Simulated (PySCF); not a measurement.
# Solvent effects on NMR parameters

Atom-mapped SMILES (the numbers label the heavy atoms): `[CH2:1]=[C:2]([S:3][CH2:4][CH3:5])[CH:6]([CH3:7])[CH3:8]`. Hydrogens are named by the atom that carries them. Ha(C1) is cis to S3; Hb(C1) is trans to S3.

GIAO PBE0/pcSseg-1 in PySCF 2.14.0 with density-fitted response routines on one PBE0-D3(BJ)/def2-SVP conformer, non-relativistic, equivalent nuclei averaged. Solvents enter as an IEF-PCM continuum (chloroform with ε = 4.7, dimethylsulfoxide with ε = 46.8) around the gas-phase geometry. Shifts are referred to TMS, CS2 computed in the same medium.

In chloroform, δ in ppm: C2 163.9, C1 104.9, C6 37.6, C4 28.9, C7/C8 24.7, C5 14.4, S3 60.5, Hb(C1) 5.40, Ha(C1) 4.85, H(C4) 2.74, H(C6) 1.89, H(C5) 1.20, H(C7)/H(C8) 1.16. Dipole moment 1.23 D.

(1) How does each δ change in the more polar medium?

(2) Which nuclei move most (in ppm), and what does the model miss?

Results:

(1) 
```
      atoms                         environment  Δδ, dimethylsulfoxide
         C2     fully substituted alkene carbon                   +0.1
         C1                terminal =CH2 carbon                   +1.0
         C6                      allylic sp3 CH                   +0.4
         C4                 sp3 CH2 bonded to S                   +0.2
      C7/C8                       methyl carbon                   +0.1
         C5                       methyl carbon                   +0.3
         S3                      sulfide sulfur                   -3.7
     Hb(C1)  hydrogen on a terminal =CH2 carbon                  +0.07
     Ha(C1)  hydrogen on a terminal =CH2 carbon                  +0.10
      H(C4)  hydrogen on an sp3 CH2 bonded to S                  +0.06
      H(C6)       hydrogen on an allylic sp3 CH                   0.00
      H(C5)         hydrogen on a methyl carbon                   0.00
H(C7)/H(C8)         hydrogen on a methyl carbon                   0.00
```

Changes are relative to chloroform. The dipole moment becomes 1.38 D in dimethylsulfoxide.

(2) S3 (sulfide sulfur, -3.7 ppm) in dimethylsulfoxide. A continuum only polarises the solute; specific hydrogen bonds, the anisotropy of aromatic solvents and changes of geometry or conformer are outside it.
